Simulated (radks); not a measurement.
Values are calculated unless marked as measured or tabulated.
Spherical quantum dot in the effective-mass picture: electrons in a well V = -V0 / (1 + exp((r - R)/a)) with V0 = 3.74, R = 8, a = 0.35, with a point charge +2 (a donor) at the centre, all in effective atomic units (hartree* = m*/eps^2 hartree, bohr* = eps/m* bohr), one dielectric constant everywhere. Level of theory: non-relativistic Kohn-Sham, PBEsol, spin-polarised, spherical densities (a radial shooting solver with Libxc functionals). Levels are named by radial order and angular momentum (1s, 1p, 1d, 2s, ...), and open shells are averaged over m.

N = 20, configuration 1s2 1p6 1d10 2s2. This is the lowest configuration that the search found. Occupied and some empty levels:

| level | occupation | eigenvalue (hartree*) | <r> (bohr*) |
|---|---|---|---|
| 1s | 2 | -1.1601 | 0.9839 |
| 2s | 2 | -0.93147 | 5.765 |
| 1p | 6 | -0.90062 | 5.840 |
| 1d | 10 | -0.83659 | 5.967 |
| 1f | 0 | -0.74663 | 6.086 |
| 1g | 0 | -0.63279 | 6.196 |
| 2p | 0 | -0.48935 | 4.182 |

Energy (hartree*): total -50.2993, kinetic 6.5862, external -85.933, Hartree 33.745, exchange-correlation -4.6974.

Electron density:

| r (bohr*) | n(r) (e/bohr*^3) |
|---|---|
| 0.514 | 0.5063 |
| 1.37 | 0.03050 |
| 2.23 | 0.003303 |
| 3.09 | 0.002551 |
| 3.95 | 0.005698 |
| 4.80 | 0.01132 |
| 5.66 | 0.01625 |
| 6.52 | 0.01324 |
| 7.38 | 0.003602 |
| 8.24 | 0.0001853 |
| 9.10 | 3.238e-06 |
| 9.95 | 5.039e-08 |
